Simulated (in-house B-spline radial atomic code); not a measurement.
**Ionising Mg7+ with different functionals**

Computed with a radial B-spline atomic code at the basis-set limit: scalar-relativistic (spin-free X2C) Hamiltonian, Fermi nucleus of rms radius 3.057 fm, spin-polarised at highest spin, spherical fractional occupations for the functionals, the average over the highest-spin determinants for Hartree-Fock. The ionisation energy is the difference of two self-consistent energies, [He] 2s2 2p1 → [He] 2s2, without Breit or QED terms; ε is the level of the shell that loses the electron (its least bound occupied spin orbital).

Hybrids are left out here: with spherical fractional occupations of an open shell their exact exchange keeps a self-interaction that integer-occupation calculations don't have.

| method | rung | ΔSCF (eV) | -ε(2p) (eV) |
| --- | --- | --- | --- |
| Hartree-Fock | Hartree-Fock | 265.90 | 266.58 |
| LDA VWN5 | LDA | 265.94 | 245.75 |
| LDA PW92 | LDA | 265.92 | 245.74 |
| LDA exchange-only | LDA | 263.96 | 243.91 |
| PBE | GGA | 266.06 | 245.85 |
| PBEsol | GGA | 265.60 | 245.50 |
| BLYP | GGA | 266.41 | 246.18 |
| RPBE | GGA | 265.82 | 245.72 |
| PW91 | GGA | 266.34 | 246.14 |
| BP86 | GGA | 266.07 | 245.91 |
| AM05 | GGA | 265.43 | 245.40 |
| OLYP | GGA | 265.84 | 246.13 |
| TPSS | meta-GGA | 265.74 | 245.93 |
| SCAN | meta-GGA | 265.33 | 246.06 |
| r2SCAN | meta-GGA | 265.19 | 245.96 |
| revTPSS | meta-GGA | 265.27 | 245.52 |

Q: How do they compare with the NIST value?

A: NIST lists 265.92 eV ± 0.019 (semi-empirical, ground level to ground level). Errors run from -1.97 to +0.49 eV; LDA PW92 is closest (-0.00 eV), though others lie within the uncertainty of it, and part of that can be cancellation, since the calculations leave out spin-orbit coupling, Breit-QED terms, multiplet and fine-structure energies. Hartree-Fock also lacks correlation.
